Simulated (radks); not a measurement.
Removal energies from the cerium ion Ce2+, [Xe] 4f2, by Delta-SCF beside the eigenvalue of the level emptied. All-electron calculation, scalar-relativistic Kohn-Sham, r2SCAN, spin-polarised, spherical densities, finite nucleus; meta-GGA in the generalised Kohn-Sham scheme; Fermi nuclear charge, rms radius of each element as measured or else 0.836 A^(1/3) + 0.57 fm. Program: a radial shooting solver on a logarithmic mesh with Libxc functionals. Open shells are filled with parallel spins first.

| removed from | final configuration | Delta-SCF (eV) | -eigenvalue (eV) |
|---|---|---|---|
| 4f | [Xe] 4f1 | 20.464 | 12.945 |
| 5p | [Kr] 4d10 4f2 5s2 5p5 | 38.618 | 33.260 |
| 5s | [Kr] 4d10 4f2 5s1 5p6 | 56.159 | 50.333 |
| 4d | [Kr] 4d9 4f2 5s2 5p6 | 126.31 | 117.20 |
